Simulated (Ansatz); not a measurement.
Mg₄N₂⁺, relaxed as a doublet with UKS PBE-D4/def2-SVP in Ansatz, starting from the GFN2-xTB geometry. Force threshold 0.02 eV/Å.

The relaxation made no stability test and no search for a lower SCF solution. The structure comes from a short search, and lower isomers may exist.

Start:

```
atom   x (Å)   y (Å)   z (Å)
 Mg1   2.222  -1.457   0.590
 Mg2  -1.084   1.608   0.580
 Mg3   0.143  -0.319   1.994
 Mg4  -1.720   0.768  -1.966
  N5   0.330  -0.810  -0.300
  N6   0.109   0.209  -0.898
```

Problem. Estimate the energy that the relaxation releases and the steps that it takes.

Solution. 103.0 kJ/mol, in 25 steps; 28 s on 4 threads of Arm Neoverse V2 on a shared host. No frequencies were taken in this run, so the end may be a saddle point.

Problem. Does the start keep its bonding and symmetry?

Solution. Bonds lost: Mg1–N5, Mg2–N6, Mg3–N5, Mg4–N6 (atoms count from 1). Metal–metal contacts that move far: Mg2–Mg3 2.69 to 3.26 Å, Mg2–Mg4 2.75 to 3.28 Å. The end holds 2 separate pieces. Point group C2 at the start, Cs at the end, both within 0.05 Å.

Problem. Predict the relaxed structure.

Solution. 
```xyz
6

Mg    3.322   -2.206    2.997
Mg   -1.561    1.494    0.800
Mg    0.875   -0.346    1.938
Mg   -2.917    2.045   -2.135
N     0.459   -0.689   -1.387
N    -0.178   -0.298   -2.213
```
Bond lengths (bridged metal pairs left out): 3 × Mg–Mg 3.25 to 3.28 Å; 1 × N–N 1.11 Å.
